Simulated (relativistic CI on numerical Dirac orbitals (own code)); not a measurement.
## Bi⁵¹⁺: sensitivity of the levels to the model

Base calculation: Dirac-Coulomb-Breit CI, orbitals from a KLI potential per configuration, a model potential for QED, unscaled Slater integrals.

CI space (outside the closed core [Ar] 3d10): 4s2 4p2, 4s 4p3, 4s2 4p 4d, 4p4, 4s2 4d2, 4s2 4p 4f, 4s 4p2 4d, 4s 4p2 4f, 4s2 4f2, 4p2 4d2, 4p3 4d, 4s2 4d 4f, 4s 4p 4d2, 4p2 4f2, 4p3 4f, 4s 4p 4d 4f, 4s 4p 4f2, 4p2 4d 4f, 4s2 4d 5s, 4s2 4p 5s, 4p3 5s, 4s2 4f 5s, 4s2 4p 5p, 4s 4p 4d 5s, 4s 4p2 5s, 4s2 4p 5d, 4s 4p 4f 5s, 4p2 4d 5s, 4s2 4p 5f, 4s 4p2 5p, 4s2 4p 5g, 4p2 4f 5s, 4s 4p2 5d, 4s2 5s2, 4s 4p2 5f, 4s2 4p 6s. Levels of other configurations are missing.

Variants: (1) configuration mixing switched off. Shifts of the energy above 4s2 4p2 3P_0, in eV, for the lowest level and the first level of each name with at least 55 % of one term (blank where a level changes its place among those of its configuration and J or its character, or is not in the variant):

| Level | Base | Δ(1) |
| --- | --- | --- |
| 4s2 4p2 3P_0 | 0.000 | 0.000 |
| 4s2 4p2 3P_1 | 172.669 | +0.098 |
| 4s2 4p2 1D_2 | 177.837 | +0.469 |
| 4s2 4p2 3P_2 | 354.422 | +1.236 |
| 4s2 4p 4d 3F°_2 | 358.262 | -0.063 |
| 4s2 4p2 1S_0 | 365.535 | +1.874 |
| 4s 4p3 3D°_3 | 472.234 | +1.089 |
| 4s 4p3 3P°_0 | 478.875 | +2.962 |
| 4s 4p3 1D°_2 | 490.404 | +4.895 |
| 4s2 4p 4d 3P°_0 | 553.142 | -2.337 |
| 4s2 4p 4d 3F°_4 | 575.332 | +0.055 |
| 4s2 4p 4d 3D°_3 | 597.573 | -0.393 |
| 4s2 4p 4d 1P°_1 | 600.865 | +0.382 |
| 4s2 4p 4f 3G_3 | 607.878 | +2.503 |
| 4p4 3P_2 | 610.432 | +6.914 |
| 4s 4p2 4d 5D_0 | 641.471 | -2.908 |
| 4s 4p2 4d 3G_5 | 689.758 | -0.980 |
| 4s 4p2 4d 3P_0 | 691.940 | +2.097 |

At this charge energies of transitions that change n are usually good to better than 1 %, and those within a shell (Δn = 0) to a few per cent.

Ionisation energy from the two ground configurations alone: base 3077.99 eV. The NIST ASD value (theoretical) is 3078 eV.

LS names give the leading component of a level, which can be under half, so a name can repeat, a term be missing and a line seem to break the LS rules.
